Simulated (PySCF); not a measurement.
## How methods differ on the excitation energy of Rh

Rh [Kr] 4d8 5s1 (4F) → Rh [Kr] 4d7 5s1 6s1 (6F), as a difference of total energies. Calculation: PySCF 2.14, in aug-cc-pwCVTZ-PP with ECP28MDF (8s8p7d4f3g, 122 functions); a scalar-relativistic core potential. Correlated levels: valence: 4s2 4p6 frozen; valence and next inner shell: nothing frozen outside the core potential. The calculations carry no spin-orbit coupling.

```json
{"method": "UHF", "excitation energy (cm⁻¹)": "42294"}
{"method": "LDA", "excitation energy (cm⁻¹)": "59667"}
{"method": "PBE0", "excitation energy (cm⁻¹)": "55263"}
{"method": "r2SCAN", "excitation energy (cm⁻¹)": "55951"}
{"method": "wB97M-V", "excitation energy (cm⁻¹)": "55598"}
{"method": "M06", "excitation energy (cm⁻¹)": "56085"}
{"method": "MP2 (valence)", "excitation energy (cm⁻¹)": "56341"}
{"method": "SCS-MP2 (valence)", "excitation energy (cm⁻¹)": "57668"}
{"method": "MP2 (valence and next inner shell)", "excitation energy (cm⁻¹)": "56173"}
{"method": "SCS-MP2 (valence and next inner shell)", "excitation energy (cm⁻¹)": "56118"}
```

Problem. Estimate what B2PLYP gives.

Solution. 56755 cm⁻¹, closest to MP2 (valence) among the rows shown.

Problem. Estimate what PBE gives.

Solution. 57127 cm⁻¹, closest to SCS-MP2 (valence) among the rows shown.

The promoted electron is Rydberg-like, and one or two diffuse shells describe it only roughly, which tends to raise the upper state.
